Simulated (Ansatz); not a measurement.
`C[SiH](S)CF` → `FCS` + `C[SiH]` at 500 K and 1 bar (silylene formation by 1,1-elimination).

Gas-phase electronic energies from Ansatz, PBE0-D4/def2-TZVP geometries. CCSD(T)/CBS adds triple-zeta CCSD(T) − MP2 to the extrapolated MP2 energy (def2 sets, frozen cores). This one scheme is used for every species. Each species was taken in one conformer, which may not be the lowest.

| species | CCSD(T)/CBS energy (Eh) | H − E (kJ/mol) | S (J/(mol·K)) |
| --- | --- | --- | --- |
| `C[SiH](S)CF` | -866.99875 | 276.9 | 444.2 |
| `FCS` | -537.40796 | 130.0 | 305.7 |
| `C[SiH]` | -329.46712 | 135.7 | 295.1 |

H − E and S are ideal-gas, rigid-rotor, harmonic terms from PBE0-D4/def2-TZVP, for one conformer and one mirror image of each species. 1 Eh = 2625.50 kJ/mol, R = 8.31446 J/(mol·K).

Task: By hand: ΔE, ΔH, ΔS and ΔG.

Result: ΔE = (-537.40796) + (-329.46712) − (-866.99875) = 0.12367 Eh = 324.7 kJ/mol. Δ(H − E) = 130.0 + 135.7 − 276.9 = -11.2, so ΔH = 313.5 kJ/mol. ΔS = 305.7 + 295.1 − 444.2 = 156.6 J/(mol·K). ΔG = 313.5 − 500 × (156.6)/1000 = 235.2 kJ/mol.

Task: By hand: the equilibrium constant, and the temperature at which ΔG would vanish if ΔH and ΔS stayed fixed.

Result: log₁₀ K = −ΔG/(RT ln 10) = -24.6. ΔG = 0 at ΔH/ΔS = 2002 K.

The number of gas molecules changes by +1, which sets the sign of ΔS. A doubt of 5 kJ/mol in ΔE shifts log₁₀ K by 0.5 here. Other conformers and mirror images would add mixing entropy, several J/(mol·K) or more a flexible species. These are equilibria of isolated gas molecules and say nothing of rates. Largest T1 diagnostic: 0.012 (customary marks: 0.02 for closed shells, 0.045 for open ones).
